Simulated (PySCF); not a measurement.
SMILES C=Cc1ccc(C=C)s1 (GFN2-xTB optimised geometry):

```
17

C     -2.294    -2.896     0.000
C     -0.964    -2.942     0.000
C     -0.099    -1.796     0.000
C      1.274    -1.796     0.000
C      1.832    -0.511     0.000
C      0.895     0.492     0.000
C      1.142     1.907     0.000
C      0.201     2.848     0.000
S     -0.713    -0.169     0.000
H     -2.822    -1.957     0.000
H     -2.891    -3.790     0.000
H     -0.449    -3.895     0.000
H      1.857    -2.700     0.000
H      2.891    -0.319     0.000
H      2.190     2.180     0.000
H      0.447     3.895     0.000
H     -0.846     2.593     0.000
```

Computed with PySCF with CAM-B3LYP/def2-SVP.

Question: What are the frontier orbital energies and the dipole moment?

Answer: HOMO-2 -9.21 eV, HOMO-1 -8.48 eV, HOMO -6.97 eV, LUMO -0.50 eV, LUMO+1 1.58 eV; dipole moment 0.70 D.

Meta-Löwdin charges at CAM-B3LYP/def2-SVP: C1 -0.23, C2 -0.09, C3 -0.09, C4 -0.13, C5 -0.13, C6 -0.09, C7 -0.09, C8 -0.23, S9 0.22, H10 0.10, H11 0.11, H12 0.11, H13 0.11, H14 0.11, H15 0.11, H16 0.11, H17 0.10.
